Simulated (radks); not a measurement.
Results of a calculation; reference values are marked as such.
The oxygen anion O-, [He] 2s2 2p5, held by a Watson sphere: a shell of charge +1 at radius R that stands for the Madelung well of a crystal (potential energy -1/R inside, -1/r outside, in hartree with lengths in bohr). Level of theory: non-relativistic Kohn-Sham, LDA (Slater exchange, Perdew-Wang correlation), spin-unpolarised, spherical densities, point nucleus (a radial shooting solver on a logarithmic mesh with Libxc functionals). Response by self-consistent Sternheimer equations with the Hartree and adiabatic LDA kernel. The sphere does not respond.

| R (bohr) | e(1s) (eV) | e(2s) (eV) | e(2p) (eV) | <r> 2p (bohr) | sum of <r^2> (bohr^2) | X-ray form factor at sin(theta)/lambda = 0.2 1/angstrom | alpha (bohr^3) |
|---|---|---|---|---|---|---|---|
| 1.69 | -506.82 | -23.339 | -8.914 | 1.348 | 15.62 | 5.939 | 8.512 |
| 1.78 | -506.78 | -23.052 | -8.683 | 1.360 | 15.90 | 5.912 | 8.978 |
| 2.28 | -506.32 | -21.636 | -7.476 | 1.416 | 17.26 | 5.805 | 11.88 |
| 3.32 | -504.96 | -19.546 | -5.509 | 1.490 | 19.32 | 5.714 | 19.22 |
| 3.44 | -504.81 | -19.360 | -5.326 | 1.496 | 19.50 | 5.710 | 20.14 |
| 3.86 | -504.31 | -18.777 | -4.748 | 1.514 | 20.09 | 5.698 | 23.43 |
